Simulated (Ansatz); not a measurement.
## Redistribution: CH8O2Si2 + Si2H6O5 → CH8O3Si2 + Si2H6O4

Species: CH8O2Si2 `O[SiH2]C[SiH2]O`, singlet; Si2H6O5 `O[SiH2]O[Si](O)(O)O`, singlet; CH8O3Si2 `O[SiH2]C[SiH](O)O`, singlet; Si2H6O4 `O[SiH2]O[SiH](O)O`, singlet. The partners trade H for OH; both sit on Si, so the bond types are kept.

Shapes, held fixed at every level: PBE0-D4/def2-TZVP. Flexible molecules stand in one conformer, not always the lowest. Programs: Ansatz 0.2.0. Electronic energies: no zero-point or thermal term.

```json
{"level": "r2SCAN-D4/def2-TZVPP", "kind": "meta-GGA", "ΔE (kJ/mol)": "+9.4", "less CCSD(T)/CBS estimate": "+1.2"}
{"level": "B3LYP-D4/def2-TZVPP", "kind": "global hybrid", "ΔE (kJ/mol)": "+8.0", "less CCSD(T)/CBS estimate": "-0.2"}
{"level": "PBE0-D4/def2-TZVPP", "kind": "global hybrid", "ΔE (kJ/mol)": "+9.4", "less CCSD(T)/CBS estimate": "+1.2"}
{"level": "wB97X-V/def2-TZVPP", "kind": "range-separated hybrid", "ΔE (kJ/mol)": "+8.6", "less CCSD(T)/CBS estimate": "+0.4"}
{"level": "B2PLYP/def2-TZVPP", "kind": "double hybrid", "ΔE (kJ/mol)": "+6.9", "less CCSD(T)/CBS estimate": "-1.3"}
{"level": "MP2/def2-TZVPP", "kind": "perturbation theory", "ΔE (kJ/mol)": "+8.0", "less CCSD(T)/CBS estimate": "-0.2"}
{"level": "CCSD(T)/CBS estimate", "kind": "coupled cluster or CI", "ΔE (kJ/mol)": "+8.2", "less CCSD(T)/CBS estimate": "0.0"}
```

The highest level, CCSD(T)/CBS estimate, gives ΔE = +8.2 kJ/mol; the levels span +6.9 to +9.4. The column of differences is taken from that level and isn't an error. No measured value is set beside it here. The CBS estimate extrapolates MP2 from def2-TZVPP and def2-QZVPP and adds CCSD(T) − MP2 in the triple-zeta set, cores frozen.
